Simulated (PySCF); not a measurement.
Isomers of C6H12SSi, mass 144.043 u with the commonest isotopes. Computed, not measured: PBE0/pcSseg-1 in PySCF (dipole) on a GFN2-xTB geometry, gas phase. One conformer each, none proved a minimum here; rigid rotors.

Question: Order these by out-of-plane moment Σ m c² = (Ia + Ib − Ic)/2, smallest first.
A. `[CH3:1][C@@H:2]1[CH2:3][C@:4]12[CH2:5][C@@H:6]2[S:7][SiH3:8]` with C5–C6–S7–Si8 -159°
B. `[CH2:1]=[CH:2][Si:3]1([CH2:4][CH3:5])[CH2:6][S:7][CH2:8]1` with C1–C2–Si3–C4 -24°, C2–Si3–C4–C5 -56°
C. `[CH:1]#[C:2][CH2:3][CH2:4][SiH2:5][S:6][CH2:7][CH3:8]` with C2–C3–C4–Si5 64°, C3–C4–Si5–S6 176°, C4–Si5–S6–C7 -177°, Si5–S6–C7–C8 179°
D. `[CH2:1]=[CH:2][Si:3]1([S:4][CH3:5])[CH2:6][CH2:7][CH2:8]1` with C1–C2–Si3–S4 -105°, C2–Si3–S4–C5 51°, C2–Si3–C6–C7 -105°, Si3–C6–C7–C8 -13°, C6–C7–C8–Si3 13°, C2–Si3–C8–C7 104°
E. `[CH:1]#[C:2][CH2:3][S:4][C:5]([CH3:6])([CH3:7])[SiH3:8]` with C2–C3–S4–C5 80°, C3–S4–C5–C6 63°

Answer: C (27.68 u·Å²), B (65.75 u·Å²), D (69.47 u·Å²), A (80.70 u·Å²), E (87.48 u·Å²).

Question: Order these by dipole moment, smallest first.
A. `[CH2:1]=[CH:2][Si:3]1([CH2:4][CH3:5])[CH2:6][S:7][CH2:8]1` with C1–C2–Si3–C4 -24°, C2–Si3–C4–C5 -56°
B. `[CH2:1]=[CH:2][Si:3]1([S:4][CH3:5])[CH2:6][CH2:7][CH2:8]1` with C1–C2–Si3–S4 -105°, C2–Si3–S4–C5 51°, C2–Si3–C6–C7 -105°, Si3–C6–C7–C8 -13°, C6–C7–C8–Si3 13°, C2–Si3–C8–C7 104°
C. `[CH3:1][C@@H:2]1[CH2:3][C@:4]12[CH2:5][C@@H:6]2[S:7][SiH3:8]` with C5–C6–S7–Si8 -159°
D. `[CH:1]#[C:2][CH2:3][CH2:4][SiH2:5][S:6][CH2:7][CH3:8]` with C2–C3–C4–Si5 64°, C3–C4–Si5–S6 176°, C4–Si5–S6–C7 -177°, Si5–S6–C7–C8 179°

Answer: D (1.01 D), C (1.65 D), B (2.00 D), A (3.03 D).

Question: Order these by rotational constant A, largest first.
A. `[CH:1]#[C:2][CH2:3][CH2:4][SiH2:5][S:6][CH2:7][CH3:8]` with C2–C3–C4–Si5 64°, C3–C4–Si5–S6 176°, C4–Si5–S6–C7 -177°, Si5–S6–C7–C8 179°
B. `[CH3:1][C@@H:2]1[CH2:3][C@:4]12[CH2:5][C@@H:6]2[S:7][SiH3:8]` with C5–C6–S7–Si8 -159°
C. `[CH:1]#[C:2][CH2:3][S:4][C:5]([CH3:6])([CH3:7])[SiH3:8]` with C2–C3–S4–C5 80°, C3–S4–C5–C6 63°
D. `[CH2:1]=[CH:2][Si:3]1([S:4][CH3:5])[CH2:6][CH2:7][CH2:8]1` with C1–C2–Si3–S4 -105°, C2–Si3–S4–C5 51°, C2–Si3–C6–C7 -105°, Si3–C6–C7–C8 -13°, C6–C7–C8–Si3 13°, C2–Si3–C8–C7 104°
E. `[CH2:1]=[CH:2][Si:3]1([CH2:4][CH3:5])[CH2:6][S:7][CH2:8]1` with C1–C2–Si3–C4 -24°, C2–Si3–C4–C5 -56°

Answer: A (4175 MHz), C (2493 MHz), B (2295 MHz), E (2075 MHz), D (1739 MHz).

| SMILES | point group | Ia (u·Å²) | Ib (u·Å²) | Ic (u·Å²) | κ | μa (D) | μb (D) | μc (D) |
| --- | --- | --- | --- | --- | --- | --- | --- | --- |
| C#CCC[SiH2]SCC | C1 | 121.06 | 981.56 | 1047.25 | -0.98 | 0.17 | 0.51 | 0.86 |
| C=C[Si]1(SC)CCC1 | C1 | 290.64 | 437.06 | 588.74 | -0.32 | 0.02 | 1.85 | 0.78 |
| C[C@@H]1C[C@]12C[C@@H]2S[SiH3] | C1 | 220.26 | 586.11 | 644.96 | -0.90 | 0.90 | 0.88 | 1.08 |
| C=C[Si]1(CC)CSC1 | C1 | 243.51 | 523.41 | 635.42 | -0.73 | 3.02 | 0.03 | 0.27 |
| C#CCSC(C)(C)[SiH3] | C1 | 202.75 | 600.41 | 628.20 | -0.96 | 0.02 | 1.00 | 1.32 |
